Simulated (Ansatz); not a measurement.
`O[SiH](Cl)[SiH](Cl)Cl` + HBr → `O[SiH](Cl)Br` + `Cl[SiH2]Cl`  (cleavage of the Si–Si bond)

Calculated with Ansatz (gas phase, PBE0-D4/def2-TZVP geometries, no zero-point term in ΔE). CBS: MP2 limit from def2 TZ/QZ plus the TZ coupled-cluster correction, frozen cores. Functionals use def2-TZVPP. B3LYP here is the variant with VWN-RPA as its local correlation; programs differ in this. For Br outer-core shells are correlated without core-valence functions, which leaves a few kJ/mol of doubt a bond. Scalar relativity is left out up to krypton. Each species was taken in one conformer, which may not be the lowest.

`O[SiH](Cl)[SiH](Cl)Cl`:

Cartesian coordinates in Å:
```
O 1.004 1.792 -0.312
Si -0.100 0.699 -0.822
Cl -2.023 1.371 -0.561
Si 0.073 -1.250 0.471
Cl -1.547 -2.467 0.199
Cl 0.139 -0.591 2.421
H 1.026 2.001 0.625
H 0.141 0.510 -2.268
H 1.288 -2.065 0.246
```

HBr:

```xyz
2

Br   -0.244    0.662   -0.082
H     0.244   -0.662    0.082
```

`O[SiH](Cl)Br`:

```xyz
6

O     0.293   -0.171    1.310
Si   -0.037   -0.251   -0.276
Cl    1.457    0.582   -1.390
Br   -1.908    0.823   -0.753
H     0.372    0.688    1.729
H    -0.177   -1.671   -0.620
```

`Cl[SiH2]Cl`:

Cartesian coordinates in Å:
```
Cl 1.527 0.220 -1.214
Si -0.082 -0.114 -0.004
Cl -0.332 1.452 1.279
H 0.174 -1.332 0.788
H -1.287 -0.225 -0.848
```

| level | ΔE (kcal/mol) | difference from CCSD(T)/CBS |
| --- | --- | --- |
| PBE-D4 | -21.5 | 4.5 |
| r2SCAN-D4 | -25.1 | 0.9 |
| B3LYP-D4 | -23.8 | 2.2 |
| ωB97X-V | -25.2 | 0.8 |
| ωB97M-V | -26.6 | -0.6 |
| B2PLYP | -26.7 | -0.7 |
| PBE | -23.0 | 3.0 |
| r2SCAN | -25.6 | 0.4 |
| PBE0 | -24.8 | 1.2 |
| HF/def2-TZVPP | -30.5 | -4.5 |
| MP2/def2-TZVPP | -27.7 | -1.7 |
| CCSD/def2-TZVPP | -26.1 | -0.1 |
| SCS-MP2/def2-QZVPP | -27.9 | -1.9 |
| HF/CBS(def2) | -30.6 | -4.6 |
| MP2/CBS(def2) | -28.3 | -2.3 |
| CCSD/CBS(def2) | -26.7 | -0.7 |
| CCSD(T)/CBS | -26.0 | 0 |

Largest T1 diagnostic among the species: 0.011.

In def2-TZVPP, CCSD(T) changes the Hartree–Fock value by +5.1 kcal/mol (the triples alone add +0.7 kcal/mol) and MP2 by +2.9 kcal/mol. The D4 term adds +2.3 kcal/mol with B3LYP and +1.5 kcal/mol with PBE0; it sums over pairs of atoms, weighted by their polarisabilities, and B3LYP, whose exchange is more repulsive, gets the larger term. From PBE to PBE0 (25 % exact exchange), in def2-TZVPP and without D4, ΔE moves by −1.8 kcal/mol.
